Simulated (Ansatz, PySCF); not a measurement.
Gas-phase reaction in SMILES: O=CC=O -> O=[C-]C=O + H+
Geometries: B3LYP-D3(BJ)/def2-TZVP minima from Ansatz (a program for electronic structure), one conformer each, not searched for the lowest. Unstable Hartree-Fock reference: O=CC=O, O=[C-]C=O.
Geometry of the first species:
```
C
O 1 1.2008
H 1 1.1067 2 123.65
C 1 1.5237 3 114.79 2 -180.00
O 4 1.2008 1 121.56 3 0.00
H 4 1.1067 5 123.65 1 180.00
```
Charge 0, spin multiplicity 1.

Quantity: gas-phase deprotonation energy (enthalpy at 298 K, with B3LYP-D3(BJ) rigid-rotor harmonic-oscillator terms from PySCF), in kcal/mol. Cores are frozen in the correlated levels unless marked. Spin-orbit coupling is left out. No relativistic terms. Anions need diffuse functions: aug- sets have them; def2-D sets add few; the other sets have none. CBS(X,Y): correlation extrapolated as X^-3; Hartree-Fock from the larger set. [CCSD(T)-MP2]/basis is that difference in the basis named.

```json
[
 {"level": "HF/6-31G*", "program": "Ansatz", "gas-phase deprotonation energy (kcal/mol)": "396.3", "minus last row": "25.1"},
 {"level": "HF/cc-pVTZ", "program": "Ansatz", "gas-phase deprotonation energy (kcal/mol)": "390.2", "minus last row": "19.0"},
 {"level": "BLYP/def2-TZVPD", "program": "Ansatz", "gas-phase deprotonation energy (kcal/mol)": "361.3", "minus last row": "-9.9"},
 {"level": "revPBE-D4/def2-TZVPD", "program": "Ansatz + dftd4", "gas-phase deprotonation energy (kcal/mol)": "363.3", "minus last row": "-7.9"},
 {"level": "r2SCAN-D3(BJ)/def2-TZVPD", "program": "Ansatz + dftd3", "gas-phase deprotonation energy (kcal/mol)": "365.2", "minus last row": "-6.0"},
 {"level": "PBE0/def2-TZVP", "program": "Ansatz", "gas-phase deprotonation energy (kcal/mol)": "371.7", "minus last row": "0.5"},
 {"level": "BHLYP-D3(BJ)/def2-TZVPD", "program": "Ansatz + dftd3", "gas-phase deprotonation energy (kcal/mol)": "374.7", "minus last row": "3.5"},
 {"level": "wB97X-V/def2-TZVPD", "program": "Ansatz", "gas-phase deprotonation energy (kcal/mol)": "372.5", "minus last row": "1.3"},
 {"level": "B2GP-PLYP-D4/def2-TZVPD", "program": "Ansatz + dftd4", "gas-phase deprotonation energy (kcal/mol)": "369.4", "minus last row": "-1.8"},
 {"level": "B2PLYP-D4/def2-TZVPD", "program": "Ansatz + dftd4", "gas-phase deprotonation energy (kcal/mol)": "367.8", "minus last row": "-3.4"},
 {"level": "MP2/6-31G", "program": "Ansatz", "gas-phase deprotonation energy (kcal/mol)": "383.6", "minus last row": "12.4"},
 {"level": "RI-MP2/aug-cc-pVQZ", "program": "Ansatz", "gas-phase deprotonation energy (kcal/mol)": "369.6", "minus last row": "-1.6"},
 {"level": "SCS-MP2/STO-3G", "program": "Ansatz", "gas-phase deprotonation energy (kcal/mol)": "501.6", "minus last row": "130.4"},
 {"level": "SCS-MP2/6-31G*", "program": "Ansatz", "gas-phase deprotonation energy (kcal/mol)": "390.7", "minus last row": "19.5"},
 {"level": "SCS-MP2/cc-pVDZ", "program": "Ansatz", "gas-phase deprotonation energy (kcal/mol)": "393.6", "minus last row": "22.4"},
 {"level": "SCS-MP2/cc-pwCVTZ", "program": "Ansatz", "gas-phase deprotonation energy (kcal/mol)": "383.0", "minus last row": "11.8"},
 {"level": "CCSD(T)/aug-cc-pVDZ", "program": "Ansatz", "gas-phase deprotonation energy (kcal/mol)": "370.9", "minus last row": "-0.3"},
 {"level": "CCSD(T)/cc-pVDZ", "program": "Ansatz", "gas-phase deprotonation energy (kcal/mol)": "391.6", "minus last row": "20.4"},
 {"level": "CCSD(T)/cc-pVDZ", "program": "PySCF", "gas-phase deprotonation energy (kcal/mol)": "391.6", "minus last row": "20.4"},
 {"level": "CCSD(T)/cc-pVQZ", "program": "Ansatz", "gas-phase deprotonation energy (kcal/mol)": "375.8", "minus last row": "4.6"},
 {"level": "RI-MP2/CBS(aug-cc-pVTZ,aug-cc-pVQZ)+[CCSD(T)-MP2]/aug-cc-pVTZ", "program": "Ansatz", "gas-phase deprotonation energy (kcal/mol)": "371.2", "minus last row": "0.0"}
]
```
